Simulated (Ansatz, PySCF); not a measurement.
Torsion H3–S1–Ga2–H4 in GaH3S (SMILES [SH][GaH2]); at each angle all else is relaxed with GFN2-xTB, and the levels are single points there.
Geometry at 0° (charge 0, multiplicity 1):
```xyz
5

S      1.50103    -0.61104     0.47202
Ga    -0.63445    -0.18362     0.11781
H      1.87432     0.31407    -0.41232
H     -1.05744     0.91964    -0.91600
H     -1.78585    -0.93875     0.85818
```

On the grid 0° to 330°, 90° is the highest and 0° the lowest point at CCSD(T)/CBS(def2-TZVPP, def2-QZVPP).

Correlated levels freeze the cores. Filled d and f shells under p-block atoms count as core. Rows in LANL2DZ carry no dispersion term and start afresh at each structure. LANL2DZ brings its own core potentials from Na on.

The values were computed with Ansatz (Gaussian basis) for Hartree–Fock, density functionals and correlated methods; PySCF for LANL2DZ rows, the dispersion terms. 

Problem. What is the computed energy at 90° less that at 0° (r2SCAN-D4/def2-TZVPP)?

Solution. 9.0 kcal/mol

Ansatz is an electronic-structure program.
